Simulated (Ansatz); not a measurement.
Correlation energies of CH7InSi, SMILES `C[SiH2][InH2]` by basis set

```xyz
10

C    -0.836   -1.104    0.879
Si   -0.196   -0.374   -0.737
In    1.229    1.739   -0.338
H    -1.436   -1.996    0.681
H    -1.463   -0.387    1.413
H    -0.011   -1.390    1.535
H    -1.356   -0.053   -1.619
H     0.607   -1.408   -1.453
H     2.940    1.651   -0.077
H     0.523    3.321   -0.286
```

The species carries charge 0 and has multiplicity 1. Correlated methods include outer-core shells of In, which these sets cover unevenly. In takes the def2 core potential. Geometry: relaxed with PBE0-D4/def2-TZVP. Frozen core, restricted reference, Ansatz.

```json
{"basis": "def2-SVP", "HF (Eh)": "?", "MP2 corr.": "?", "CCSD corr.": "-0.39637", "(T)": "?", "CCSD(T) total": "?"}
{"basis": "def2-TZVPP", "HF (Eh)": "-520.09209", "MP2 corr.": "-0.60410", "CCSD corr.": "-0.64474", "(T)": "-0.02052", "CCSD(T) total": "-520.75735"}
{"basis": "def2-QZVPP", "HF (Eh)": "?", "MP2 corr.": "-0.81248", "CCSD corr.": "–", "(T)": "–", "CCSD(T) total": "–"}
```

(1) Fill in the withheld values. (Best estimate.)

Results:

(1) The calculation gave: def2-SVP HF (Eh): -519.93831; def2-SVP MP2 corr.: -0.34118; def2-SVP (T): -0.01100; def2-SVP CCSD(T) total: -520.34568; def2-QZVPP HF (Eh): -520.10441.
